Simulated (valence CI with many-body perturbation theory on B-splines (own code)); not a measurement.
**Te³⁺: E3, M1, M2 decay**

Method: configuration interaction combined with many-body perturbation theory (CI+MBPT): three valence electrons over a frozen Dirac-Fock core [Kr] 4d10, a basis of 11 s, 11 p, 9 d, 7 f, 5 g, 2 h, 1 i functions for each j, with the one-electron correlation potential Σ1, the two-electron term Σ2, the three-electron term Σ3, Breit, model QED; selected CI, second order for the rest, scaled by the run's own slope (own B-spline code, finite nucleus).

Against 9 measured levels this calculation errs by 292 cm⁻¹ on average and by 468 at most. These come from a selection out of Moore, Atomic Energy Levels, vol. III, NSRDS-NBS 35 (1971 reprint of NBS Circular 467, 1958), an old analysis. Levels without a partner in it may be off by more.

Lines 1 to 6 of 6 in falling wavelength, among levels below 29.902 eV, chosen from the decays that carry over 1 % of a level's rate. Wavelengths and rates use the calculated energies, so an error of 300 cm⁻¹ moves a line at 397.1 nm by 1.2 % and its rate by three times that or more. Electric multipoles are in the length gauge, E1 and E2 with the static RPA response of the core. S is in atomic units (e²a₀⁴ for E2 and M2, e²a₀⁶ for E3), for M1 in squared Bohr magnetons. Weak lines are less certain than strong ones. Lines between different terms over intervals too small for the method are left out, as are lines whose strength nearly cancels.

```json
{"λ vac (nm)": "2112", "Upper": "5s 5p 5d 4F°_9/2", "Lower": "5s 5p 5d 4F°_7/2", "Type": "M1", "A (s⁻¹)": "2.67e+00", "S (a.u.)": "9.33e+00"}
{"λ vac (nm)": "1083", "Upper": "5s2 5p 2P°_3/2", "Lower": "5s2 5p 2P°_1/2", "Type": "M1", "A (s⁻¹)": "7.09e+00", "S (a.u.)": "1.34e+00"}
{"λ vac (nm)": "397.1", "Upper": "5s 5p 5d 4F°_9/2", "Lower": "4f 5s2 2F°_7/2", "Type": "M1", "A (s⁻¹)": "5.46e-01", "S (a.u.)": "1.27e-02"}
{"λ vac (nm)": "97.03", "Upper": "5s 5p 5d 4F°_9/2", "Lower": "5s 5p2 2D_5/2", "Type": "M2", "A (s⁻¹)": "8.04e-01", "S (a.u.)": "6.17e-03"}
{"λ vac (nm)": "83.55", "Upper": "5s 5p 5d 4F°_9/2", "Lower": "5s 5p2 4P_5/2", "Type": "E3", "A (s⁻¹)": "6.62e-02", "S (a.u.)": "5.99e+02"}
{"λ vac (nm)": "80.51", "Upper": "5s 5p 5d 4F°_9/2", "Lower": "5s 5p2 4P_3/2", "Type": "E3", "A (s⁻¹)": "7.15e-02", "S (a.u.)": "4.98e+02"}
```
